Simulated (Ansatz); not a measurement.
This geometry of ClH + H4Sn (7 atoms, charge 0, multiplicity 1) is a first-order saddle point.

These are results of RKS PBE0-D4/def2-SVP in Ansatz 0.2.0, not measurements.

```xyz
7
Properties=species:S:1:pos:R:3
Sn -0.192 0.000 -0.128
H -0.036 0.000 1.861
H 1.536 0.000 -0.027
H -0.691 1.480 -0.798
H -0.691 -1.480 -0.798
Cl -2.560 0.000 1.309
H -0.973 0.000 1.878
```

Q: Which two structures does it join? (They come from a converged band through this point; their orientation in space is the band's.)

A: Bonds broken: Sn1–H2, Cl6–H7. Bonds formed: Sn1–Cl6, H2–H7. ClH + H4Sn becomes ClH3Sn + H2.

Initial state:

```xyz
7
Properties=species:S:1:pos:R:3
Sn 0.311 0.000 -0.150
H 0.311 0.000 1.566
H 1.939 0.000 -0.681
H -0.474 1.406 -0.719
H -0.474 -1.406 -0.719
Cl -3.109 0.000 1.596
H -2.109 0.000 2.405
```

Final state:

```xyz
7
Properties=species:S:1:pos:R:3
Sn -0.417 0.000 -0.758
H -0.087 0.000 3.515
H 0.926 0.000 0.295
H -0.517 1.420 -1.700
H -0.517 -1.420 -1.700
Cl -2.330 0.000 0.629
H -0.664 0.000 3.017
```

Q: How far does it lie above each of them?

A: 117.2 kJ/mol above the first and 176.4 kJ/mol above the second. This is the barrier of this one path; another mechanism may lie lower. The orbitals stay closed-shell, which can raise the energy where a bond breaks towards radicals; this wasn't checked here.

Time of the run: 91 s on 1 thread of AMD EPYC 9R45 96-Core Processor (Zen 5), with other jobs on the host, peak memory 0.16 GiB.
